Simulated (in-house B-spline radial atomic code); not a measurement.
Values are calculated unless marked as measured or tabulated.
Weak and strong correlation along the adiabatic connection

Two-electron singlets in several external potentials (atomic units), by full CI in B-splines with partial waves to l = 8 (correlation energies up to 0.6 % small). The repulsion is scaled by λ at fixed density; W(λ) is the mean repulsion less the Hartree energy, W(0) = E_x, and the area under W from 0 to 1 is E_xc.

One system gave this curve:

| λ | W (hartree) |
| --- | --- |
| 0 | -0.49692 |
| 0.02 | -0.49879 |
| 0.05 | -0.50153 |
| 0.12 | -0.50763 |
| 0.25 | -0.51798 |
| 0.4 | -0.52854 |
| 0.6 | -0.54073 |
| 0.8 | -0.55115 |
| 1 | -0.56016 |
| 1.4 | -0.57492 |
| 2 | -0.59142 |
| 3 | -0.61006 |
| 4.5 | -0.62745 |
| 7 | -0.64414 |
| 10 | -0.65571 |

Task: Which system is it?
A. −V exp(−r²/w²), V = 6.87, w = 1.37
B. ω²r²/2 − Z/r, ω = 0.337, Z = 0.5
C. −Z exp(−kr)/r, Z = 8.94, k = 4.44
D. −V exp(−r²/w²), V = 27.6, w = 1.02

Result: B. The exchange energy sets the size: ω²r²/2 − Z/r, ω = 0.337, Z = 0.5: E_x = -0.497, E_c = -0.0359; −Z exp(−kr)/r, Z = 8.94, k = 4.44: E_x = -4.41, E_c = -0.0475; −V exp(−r²/w²), V = 27.6, w = 1.02: E_x = -1.91, E_c = -0.0451; −V exp(−r²/w²), V = 6.87, w = 1.37: E_x = -1.07, E_c = -0.0419 hartree.
